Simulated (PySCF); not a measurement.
# Spinor energies of Zn⁺ (zinc, charge +1)

Start: [Ar] 3d9 4s1 4p1; 3d3/2 filled at m_j = -3/2, -1/2, +1/2, +3/2; 3d5/2 filled at m_j = -3/2, -1/2, +1/2, +3/2, +5/2; 4s1/2 filled at m_j = +1/2; 4p3/2 filled at m_j = +3/2. Calculated with PySCF 2.14 in x2c-TZVPall-2c: generalised Hartree-Fock with the X2C-1e Hamiltonian and a Gaussian nucleus; one run each with spin-orbit coupling (SO) switched off, then screened by Boettger's factors. This is a chosen level, not necessarily the ground level.

```
spinor shell  electrons  ε, spin-free (eV)  ε, screened SO (eV)  weight of nominal j (screened SO)  rms radius, screened SO (bohr)
       1s1/2          2            -9749.1              -9749.0                              1.000                          0.0580
       2s1/2          2            -1253.6              -1253.5                              1.000                           0.244
       2p1/2          2            -1084.8              -1101.5                              0.999                           0.217
       3s1/2          2            -176.81              -176.81                              1.000                           0.726
       3p1/2          2            -124.12              -127.56                              0.954                           0.761
       3p3/2          4            -124.12              -122.46                              0.977                           0.771
       3d3/2          4            -39.793              -40.533                              0.819                           0.926
       3d5/2          5            -39.793              -39.259                              0.855                           0.935
       4s1/2          1            -21.601              -21.609                              0.998                            2.49
       4p3/2          1            -14.246              -14.193                              1.000                            2.92
```

Problem. Where does 2p3/2 lie, and what is the 2p spin-orbit splitting (screened SO)?

Solution. At -1076.7 eV, 24.819 eV above 2p1/2.

```
   quantity    spin-free  screened SO
E (hartree)  -1793.53686  -1793.59131
        M_J          9/2          9/2
       ⟨J²⟩       24.764       24.764
       ⟨L²⟩       12.013       12.015
       ⟨S²⟩        3.751        3.752
```

Each row is a mean over spinors that exchange with the open shell spreads, by up to 8.463 eV (3p3/2).

Rows whose weight is well below 1 are mixtures of j = l ± 1/2: exchange outweighs spin-orbit coupling there, and the label is only the starting occupation.

Without spin-orbit coupling the j labels of p, d and f shells carry no meaning; the spin-free column gives the mean over the occupied spinors of each nl shell.
